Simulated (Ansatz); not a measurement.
Molecule: SbF$_{2}$ (charge -1, singlet). SMILES of the parent species: [Sb]([F])[F]
Structure (B3LYP-D3(BJ)/def2-TZVP (Ansatz, a quantum-chemistry and plane-wave program) minimum search):
```
Sb
F 1 2.0069
F 1 2.0069 2 94.78
```
Charge -1, spin multiplicity 1.

Parts of the frozen-core correlation energy in def2-QZVPP (Ansatz, hartree). Frozen orbitals: 11; correlated occupied orbitals by spin: 10 and 10; virtual: 175 and 175. No spin-orbit coupling. Past Kr the def2 sets carry scalar-relativistic core potentials.

| term | value |
|---|---|
| reference (HF) | -438.30621 |
| MP2 opposite-spin | -0.51990 |
| MP2 same-spin | -0.17196 |
| CCSD correlation | -0.69284 |
| (T) | -0.02544 |
| T1 diagnostic | 0.015 |
| largest doubles amplitude | 0.038 |
